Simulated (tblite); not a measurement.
Problem. Write Cartesian coordinates for `[SiH3]C[C@H]1CO[SiH]O1` [radical] as optimised with GFN2-xTB. (Doublet state.)

Solution. 
```xyz
16
C3H9O2Si2 angstrom
Si     2.061   -0.901    0.145
C      0.829    0.496   -0.259
C     -0.247    0.504    0.810
C     -1.551    1.198    0.360
O     -2.451    0.216   -0.056
Si    -1.968   -1.299    0.381
O     -0.579   -0.829    1.125
H      2.422   -0.829    1.559
H      1.506   -2.209   -0.195
H      3.249   -0.661   -0.684
H      1.309    1.473   -0.307
H      0.365    0.312   -1.230
H      0.140    0.966    1.726
H     -1.365    1.881   -0.472
H     -2.001    1.761    1.186
H     -1.728   -2.071   -0.833
```

Orientation and origin are arbitrary. Atoms count from 1 in this order. Si1 (silicon bonded to C and 3 H) is tetrahedral (angles from 106.5° to 111.3°). Si6 (silicon bonded to 2 O and H) is pyramidal (angles 112.9°, 108.3° and 96.0°, sum 317.2°, 0.61 Å off the plane of its three neighbours). The 5-membered ring C3–C4–O5–Si6–O7 has internal angles of 96.0° to 112.2° (sum 535°, against 540° for a flat polygon); it is puckered, 0.09 Å rms from its mean plane, widest ring torsion 22°. Of the pairs four or more bonds apart, Si1···Si6 is among the closest relative to their van der Waals radii: 4.06 Å, 97 % of the sum of Bondi's values.

Bonds between heavy atoms (Å): Si1–C2 1.906, C2–C3 1.517, C3–C4 1.543, C4–O5 1.396, O5–Si6 1.649, Si6–O7 1.644, C3–O7 1.409.

The geometry is computed with GFN2-xTB (gas phase). This method treats the open shell by occupation alone, without spin polarisation.

Point group: C1 (no symmetry element, even within 0.4 Å). Its GFN2-xTB frequencies are all real (lowest 61 cm⁻¹). Torsions: Si1–C2–C3–C4 -159°, C2–C3–C4–O5 98°, C3–C4–O5–Si6 13°, C4–O5–Si6–O7 0°, O5–Si6–O7–C3 -14°. 3 starts were optimised and ended at 0.00, 0.27 and 2.01 kcal/mol (GFN2-xTB); the lowest of these is shown.

One conformer stands for the species.
